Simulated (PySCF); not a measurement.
C₄H₆F₂OS.
Numbering: `[CH3:1]/[CH:2]=[C:3](\[F:4])[S@:5](=[O:6])[CH2:7][F:8]` (hydrogens: H9, H10, H11 on C1; H12 on C2; H13, H14 on C7)

The geometry is computed with GFN2-xTB (gas phase).

**Question.** List the bond lengths, angles and torsions at this level.

**Answer.** 
```json
{"bond": "C1–C2", "length (Å)": "1.488", "order": "single"}
{"bond": "C2=C3", "length (Å)": "1.320", "order": "double"}
{"bond": "C3–F4", "length (Å)": "1.344", "order": "single"}
{"bond": "C3–S5", "length (Å)": "1.830", "order": "single"}
{"bond": "S5=O6", "length (Å)": "1.459", "order": "double"}
{"bond": "S5–C7", "length (Å)": "1.888", "order": "single"}
{"bond": "C7–F8", "length (Å)": "1.355", "order": "single"}
{"bond": "C1–H9, C1–H10, C1–H11", "length (Å)": "1.088", "order": "single"}
{"bond": "C2–H12", "length (Å)": "1.081", "order": "single"}
{"bond": "C7–H13", "length (Å)": "1.092", "order": "single"}
{"bond": "C7–H14", "length (Å)": "1.093", "order": "single"}
```

Bonds in one row agree within 0.01 Å and their mean is given. Orders are formal, as drawn. A selection of angles:
```json
{"angle": "C1–C2–C3", "degrees": "126.0"}
{"angle": "C2–C3–F4", "degrees": "124.4"}
{"angle": "C2–C3–S5", "degrees": "122.9"}
{"angle": "F4–C3–S5", "degrees": "112.7"}
{"angle": "C3–S5–O6", "degrees": "104.6"}
{"angle": "C3–S5–C7", "degrees": "94.4"}
{"angle": "O6–S5–C7", "degrees": "102.6"}
{"angle": "S5–C7–F8", "degrees": "111.2"}
```

Dihedral angles: C1–C2–C3–F4 -1° (synperiplanar); C2–C3–S5–O6 6° (synperiplanar); C3–S5–C7–F8 -64° (synclinal).

S5 (sulfinyl sulfur) is pyramidal (angles 104.6°, 102.6° and 94.4°, sum 301.6°, 0.77 Å off the plane of its three neighbours). The C–C distances run from 1.320 Å (C2=C3, drawn double) to 1.488 Å (C1–C2, drawn single), a spread of 0.168 Å. The C–S distances run from 1.830 Å (C3–S5, drawn single) to 1.888 Å (S5–C7, drawn single), a spread of 0.058 Å. Of the pairs four or more bonds apart, O6···H12 is among the closest relative to their van der Waals radii: 2.44 Å, 90 % of the sum of Bondi's values.

Point group: C1 (no symmetry element, even within 0.4 Å). Whether it is a minimum is left open (no frequencies). The numbers are those of one conformer.
